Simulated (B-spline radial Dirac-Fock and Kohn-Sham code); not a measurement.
# Rh 3p1/2: cross section and angular parameters

System: the Rh atom in the configuration [Kr] 4d8 5s1; threshold 521.3 eV (tabulated edge). Calculated with a radial B-spline solver, using Dirac-Hartree-Slater photoionisation with a Latter tail; cross sections with all multipoles, angular parameters from the dipole term and its interference with E2.

The run's input, task.json:

```json
{"items": [{
  "Z": 45,
  "q": 0,
  "cfg": [[1, 0, 2], [2, 0, 2], [2, 1, 6], [3, 0, 2], [3, 1, 6], [3, 2, 10], [4, 0, 2], [4, 1, 6], [4, 2, 8], [5, 0, 1]],
  "A": 103,
  "rrms": 4.4945,
  "do": "xps",
  "hv": [65.8, 80, 150, 177.0, 229.0, 245.0, 421.0, 485.0, 584.0, 646.0, 660.0, 752.0, 762.0, 908.0, 1253.6, 1486.9, 2080.0, 2450.0, 2760.0, 2930.0, 2984.4, 3530.0, 5414.7, 6000, 6040.0, 8570.0, 9100.0, 9150.0, 9251.7, 9420.0],
  "edges": {"K": 23220.0, "L1": 3412.0, "L2": 3146.0, "L3": 3004.0, "M1": 628.1, "M2": 521.3, "M3": 496.5, "M4": 311.9, "M5": 307.2, "N1": 81.4}
}]}
```

Run with: `python xray2_run.py task.json out`

For linearly polarised light dσ/dΩ = σ/(4π) [1 + β P₂(cos θ) + (δ + γ cos²θ) sin θ cos φ], with θ from the polarisation vector and φ the angle between the beam and the projection of the electron momentum on the plane normal to the polarisation.

```
hν (eV)  σ (kb)      β       γ      δ
    584     161  0.509  -0.076  0.132
    646     151  0.909   0.240  0.096
    660     149  0.969   0.268  0.087
    752     132  1.226   0.285  0.043
    762     131  1.245   0.279  0.040
    908     107  1.426   0.159  0.015
 1253.6    66.5  1.571  -0.005  0.002
 1486.9    49.8  1.601  -0.023  0.001
   2080    26.2  1.606   0.065  0.003
   2450    18.6  1.591   0.152  0.006
   2760    14.4  1.575   0.229  0.008
   2930    12.6  1.566   0.272  0.009
 2984.4    12.1  1.563   0.286  0.010
   3530       ?      ?       ?      ?
 5414.7    2.86  1.422   0.816  0.035
   6000    2.19  1.391   0.918  0.042
   6040    2.15  1.389   0.925  0.043
   8570   0.830  1.271   1.283  0.075
   9100   0.701  1.249   1.345  0.082
   9150   0.690  1.247   1.350  0.083
 9251.7   0.669  1.242   1.361  0.084
   9420   0.635  1.236   1.380  0.087
```

Q: Give the values at 3530 eV.

A: σ = 8.23 kb, β = 1.531, γ = 0.420, δ = 0.015.
